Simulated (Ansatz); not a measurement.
Ge4Te3, relaxed as a singlet with RKS PBE0-D4/def2-SVP in Ansatz, starting from the GFN1-xTB geometry. Force threshold 0.02 eV/Å.

In the def2 sets Te takes a core potential; there is no spin–orbit coupling. Another isomer (singlet) lies 0.61 eV lower at PBE0-D4/def2-TZVP; other spin states weren't run for this one.

Start:

```xyz
7

Ge   -2.6228   -1.0981   -1.1239
Ge   -2.2115    0.6147    0.3074
Ge    1.6382   -0.0029   -0.4248
Ge   -1.2924    0.1218    2.3759
Te    1.1863    0.0347    2.0167
Te    3.7827   -0.0172   -1.4263
Te   -0.4806    0.3471   -1.7249
```

(1) Estimate the energy that the relaxation releases and the steps that it takes.

(2) Does the start keep its bonding?

(3) Predict the relaxed structure.

Results:

(1) 110.1 kJ/mol, in 20 steps; 7.4 min on 4 threads of Intel Xeon on a shared host. The force fell under the threshold at step 16, but the optimiser went on. No frequencies were taken in this run, so the end may be a saddle point.

(2) Bonds formed: Ge1–Ge4, Ge1–Te5 (atoms count from 1).

(3) 
```xyz
7

Ge   -1.570   -1.393    0.031
Ge   -2.371    1.242    0.024
Ge    1.603    0.002   -0.626
Ge   -1.533    0.349    2.168
Te    0.706   -0.923    1.659
Te    3.826    0.188   -1.416
Te   -0.661    0.536   -1.839
```
Bond lengths: 7 × Ge–Te 2.37 to 2.84 Å; 3 × Ge–Ge 2.47 to 2.76 Å.
